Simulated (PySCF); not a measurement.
PySCF 2.14 output of an unrestricted M06-L calculation on a single atom or ion in cc-pVDZ-DK (5s4p2d, 27 functions), with scalar relativity by spin-free X2C-1e:

```
SCF conv_tol = 1e-09
number electrons alpha = 18  beta = 15
    Y. Zhao and D. G. Truhlar.,  J. Chem. Phys. 125, 194101 (2006)
    Y. Zhao and D. G. Truhlar.,  J. Chem. Phys. 125, 194101 (2006)
    Y. Zhao and D. G. Truhlar.,  Theor. Chem. Acc. 120, 215 (2008)
cycle= 1 E= -2604.78799301707  delta_E= -0.00371  |g|= 0.019  |ddm|= 0.278
cycle= 2 E= -2604.78808271566  delta_E= -8.97e-05  |g|= 0.00612  |ddm|= 0.0588
cycle= 3 E= -2604.78809116963  delta_E= -8.45e-06  |g|= 0.000265  |ddm|= 0.0114
cycle= 4 E= -2604.78809124043  delta_E= -7.08e-08  |g|= 1.49e-05  |ddm|= 0.00249
cycle= 5 E= -2604.7880912405  delta_E= -6.55e-11  |g|= 1.11e-08  |ddm|= 4.87e-05
converged SCF energy = -2604.7880912405  <S^2> = 3.7509125  2S+1 = 4.0004562
```

The run itself started from symmetry-adapted Hartree-Fock orbitals and held the occupation by maximum overlap, on a logarithmic radial grid, so the iterations belong to that start.

Which element, charge and spin multiplicity is this?

Br²⁺ (bromine, charge +2), multiplicity 4; the state was [Ar] 3d10 4s2 4p3, high-spin 4S determinant.
